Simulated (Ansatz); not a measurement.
One change: `C#C[SiH2][AlH][Cl]` becomes `C#C[SiH3]`.

Ansatz, PBE0-D4/def2-TZVP geometries, multiplicity 1. Each molecule was computed in one conformer, which needn't be the lowest.

| property | `C#C[SiH2][AlH][Cl]` |
| --- | --- |
| HOMO–LUMO gap (ωB97M-V/def2-TZVPP) / eV | 9.17 |
| HOMO energy (B3LYP/def2-TZVPP) / eV | -7.35 |
| HOMO–LUMO gap (B3LYP/def2-TZVPP) / eV | 5.13 |
| HOMO–LUMO gap (PBE/def2-TZVPP) / eV | 3.67 |
| LUMO energy (PBE/def2-TZVPP) / eV | -2.80 |
| size of the dipole moment (ωB97M-V/def2-TZVPP) / D | 1.57 |

What does the change do to each property? (An estimate is asked.)

Computed: 
```
                                          property  `C#C[SiH3]`  shift
           HOMO–LUMO gap (ωB97M-V/def2-TZVPP) / eV        12.50   3.33
               HOMO energy (B3LYP/def2-TZVPP) / eV        -8.08  -0.73
             HOMO–LUMO gap (B3LYP/def2-TZVPP) / eV         7.77   2.64
               HOMO–LUMO gap (PBE/def2-TZVPP) / eV         6.05   2.38
                 LUMO energy (PBE/def2-TZVPP) / eV        -1.06   1.74
size of the dipole moment (ωB97M-V/def2-TZVPP) / D         0.43  -1.14
```

With PBE0 the HOMO falls by 0.77 eV and the LUMO rises by 1.95 eV, so the gap widens by about 2.72 eV. PBE moves the HOMO by -0.65 eV and ωB97M-V by -1.04 eV. The zero-point energy changes by -2.7 kJ/mol with -6 modes. Dipoles are sizes alone; their direction can turn.

B3LYP here is the variant with VWN-RPA as its local correlation; programs differ in this.
